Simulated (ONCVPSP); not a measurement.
# Scattering properties, ONCV potential for iron (Fe)

iron (Fe), optimised norm-conserving Vanderbilt (ONCV), made with ONCVPSP 4.0.1 (PBE, fully relativistic). Core [Ne], reference 3s2 3p6 3d6 4s2. Waves: 3s+4s: rc 1.20 bohr, ncon 4, nbas 8, qcut 10.1 1/bohr, 2 projectors; 3p: rc 0.85 bohr, ncon 3, nbas 6, qcut 7.8 1/bohr, 1 projector; 3d: rc 1.90 bohr, ncon 4, nbas 9, qcut 8.1 1/bohr, 1 projector; f scattering state at 0.42 Ha: rc 1.80 bohr, ncon 4, nbas 7, qcut 5.4 1/bohr, 2 projectors, debl 2.5 Ha. Local part: polynomial inside 0.75 bohr (lpopt 3, dvloc0 2 Ha). Core correction: none.

Open shells are filled in proportion to 2j + 1.

The phase is arctan(r·R′/R) of the radial function R(r), unwrapped; energies in Ha, scanned from -5 to 5 Ha. A pole is an energy at which the radial function vanishes at the test radius. The pseudo phase is shifted by a multiple of π to meet the all-electron one at the reference energy, and phase errors are pseudo minus all-electron; the curves can meet again beyond the range given. Levels narrower than the energy grid can be missing from the lists of poles.

```csv
channel,radius (bohr),reference energy (Ha),"poles, all-electron","poles, pseudo",unbroken range about the reference energy with phases within 0.05 rad,phase error 1 Ha above the reference energy (rad)
s,1.22,-0.19,-2.28,-2.28,the whole range,-0.000
p3/2,0.86,-2.19,4.12,3.78,the whole range,-0.001
p1/2,0.86,-2.24,3.92,3.62,the whole range,-0.001
d5/2,1.93,-0.27,"-0.04, 4.28",-0.03,below 0.5,+0.089
d3/2,1.93,-0.28,"-0.04, 4.27",-0.04,below 0.5,+0.089
f7/2,1.83,0.42,4.43,"3.91, 4.72",below 3.9,-0.001
f5/2,1.83,0.42,4.43,"4.02, 4.78",below 4.0,-0.001
```

Note: no bound ghost flagged; GHOST(+) flagged for f7/2 at 105.9 eV, f5/2 at 115.7 eV.

Phases in the s channel:

```json
{"E (Ha)": "-4.96", "all-electron": "0.362", "pseudo": "0.362"}
{"E (Ha)": "-4.48", "all-electron": "-0.314", "pseudo": "-0.314"}
{"E (Ha)": "-4.00", "all-electron": "-0.929", "pseudo": "-0.929"}
{"E (Ha)": "-3.52", "all-electron": "-1.250", "pseudo": "-1.250"}
{"E (Ha)": "-3.04", "all-electron": "-1.421", "pseudo": "-1.421"}
{"E (Ha)": "-2.56", "all-electron": "-1.525", "pseudo": "-1.525"}
{"E (Ha)": "-2.08", "all-electron": "-1.599", "pseudo": "-1.599"}
{"E (Ha)": "-1.60", "all-electron": "-1.657", "pseudo": "-1.657"}
{"E (Ha)": "-1.12", "all-electron": "-1.707", "pseudo": "-1.707"}
{"E (Ha)": "-0.64", "all-electron": "-1.755", "pseudo": "-1.755"}
{"E (Ha)": "-0.16", "all-electron": "-1.802", "pseudo": "-1.802"}
{"E (Ha)": "0.32", "all-electron": "-1.854", "pseudo": "-1.854"}
{"E (Ha)": "0.80", "all-electron": "-1.914", "pseudo": "-1.914"}
{"E (Ha)": "1.28", "all-electron": "-1.986", "pseudo": "-1.986"}
{"E (Ha)": "1.76", "all-electron": "-2.081", "pseudo": "-2.081"}
{"E (Ha)": "2.24", "all-electron": "-2.210", "pseudo": "-2.211"}
{"E (Ha)": "2.72", "all-electron": "-2.398", "pseudo": "-2.400"}
{"E (Ha)": "3.20", "all-electron": "-2.677", "pseudo": "-2.680"}
{"E (Ha)": "3.68", "all-electron": "-3.059", "pseudo": "-3.065"}
{"E (Ha)": "4.16", "all-electron": "-3.473", "pseudo": "-3.481"}
{"E (Ha)": "4.64", "all-electron": "-3.807", "pseudo": "-3.815"}
```
